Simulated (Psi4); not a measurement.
C₇H₅N, charge +1, doublet, geometry from GFN2-xTB (a state made from the parent by changing its charge; the spin is typed, not shown lowest). Base run: PBE0/STO-3G (Psi4).

Geometry (Å):
```xyz
13

N      3.0945     0.5457     0.0855
C      1.9703     0.3441     0.0983
C      0.5829     0.1091    -0.0653
C     -0.2975     1.2004     0.0107
C     -1.6494     0.9394     0.1247
C     -2.0984    -0.3752     0.0081
C     -1.2217    -1.4568    -0.0613
C      0.1339    -1.2167    -0.1768
H      0.0738     2.2152     0.0356
H     -2.3419     1.7599     0.2517
H     -3.1594    -0.5527    -0.1451
H     -1.5861    -2.4746    -0.0769
H      0.8321    -2.0334    -0.2940
```
Charge +1, spin multiplicity 2.
Orbitals are unrestricted.
All else is at Psi4's defaults (density fitting).
Base energy -319.80116 Eh.

Variants of this job, named by their change:

```
change                        ΔE vs base (mEh)  SCF cycles  grid points  basis functions               outcome
----------------------------  ----------------  ----------  -----------  ---------------  --------------------
base                                     0.000          13       271083               45             converged
guess = sadno                            0.000          14       271083               45             converged
d_convergence = 1e-8                     0.000          18       271083               45             converged
dft_radial_scheme = multiexp             0.000          13       290535               45             converged
guess = core                             0.000          17       271083               45             converged
damping_percentage = 50                 -0.012          66       271083               45             converged
dft_spherical_points = 434              -0.007          13       389212               45             converged
guess = modhuckel                        0.000          15       271083               45             converged
level_shift = 1.0                        0.000          12       271083               45             converged
guess = gwh                             22.994          19       271083               45  another SCF solution
d_convergence = 1e-4                     0.000          11       271083               45             converged
e_convergence = 1e-8                     0.000          13       271083               45             converged
damping_percentage = 20                  0.002          18       271083               45             converged
```

A guess, shift, damping, solver or small numerical setting can't move a converged solution much, so rows marked as another SCF solution ended in a different state.

Open shells are given as the SCF converged; they aren't shown to be the lowest states, and a large step between rows can be another state.
